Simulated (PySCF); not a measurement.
```xyz
5
charge 0 multiplicity 1, angstrom
Te    0.0000    0.0000   -0.1546
O     1.5584    0.0000    0.7059
O    -1.5584    0.0000    0.7059
H     0.0000    1.2795   -1.2542
H     0.0000   -1.2795   -1.2542
```

Method: PBE0/[Te def2-TZVP with ECP28, O def2-TZVP, H def2-TZVP], scalar-relativistic core potentials, density fitting, no spin–orbit coupling, PySCF.

This geometry of H₂TeO₂ is a stationary point at this level.

What is the point group?

C2v.

Is it a minimum?

Yes: all harmonic wavenumbers are real.

List the harmonic modes with their infrared intensities.


| symmetry | ω (cm⁻¹) | IR (km/mol) |
| --- | --- | --- |
| a1 | 242 | 35.5 |
| b1 | 460 | 23.9 |
| a2 | 658 | 0.0 |
| b2 | 776 | 37.0 |
| a1 | 847 | 5.3 |
| a1 | 874 | 56.7 |
| b2 | 909 | 100 |
| a1 | 2020 | 79.6 |
| b1 | 2020 | 89.8 |

Give the atomic charges and bond orders.


```
atom  Mulliken  Löwdin  polar tensor  Mayer order to Te1
 Te1      1.07    1.08          1.72                   –
O2,3     -0.59   -0.53         -0.68                1.69
H4,5      0.05   -0.01         -0.18                0.80
```

What is the atomisation energy, with and without zero-point energy?

1061 kJ/mol without, 1009 kJ/mol with.

In C2v the vibrations span 4a1 + 2b1 + a2 + 2b2. The a2 mode carries no infrared intensity, as symmetry demands.

Only a few start shapes were tried, so a lower isomer may exist.
